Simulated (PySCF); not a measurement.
# Aluminium: a sound run and one with changed settings

Sound run: Al⁺ [Ne] 3s2, Al²⁺ [Ne] 3s1. Calculation: PySCF 2.14, in def2-SVP; the non-relativistic Hamiltonian (point nucleus). The sound run starts from symmetry-adapted Hartree-Fock orbitals and uses a fine grid where one is needed.

Changed run: radial step 0.8 in ln r (0.13 in the sound run). This setting is unsound on purpose.

| species | method | sound run (hartree) | changed run (hartree) | converged |
| --- | --- | --- | --- | --- |
| Al⁺ | UHF | -241.58509 | -241.58509 | yes |
| Al⁺ | LDA | -241.00199 | -240.93648 | yes |
| Al⁺ | B3LYP | -242.08048 | -242.04690 | yes |
| Al²⁺ | UHF | -240.94268 | -240.94268 | yes |
| Al²⁺ | LDA | -240.30768 | -240.26316 | yes |
| Al²⁺ | B3LYP | -241.38524 | -241.36661 | yes |

Ionisation energy of Al⁺:

```csv
method,sound run (eV),changed run (eV)
UHF,17.481,17.481
LDA,18.893,18.322
B3LYP,18.919,18.511
```

A coarse radial grid mis-integrates the density and the exchange-correlation energy, with errors of either sign; Hartree-Fock needs no grid.

For comparison, NIST gives 18.829 eV between the lowest levels.
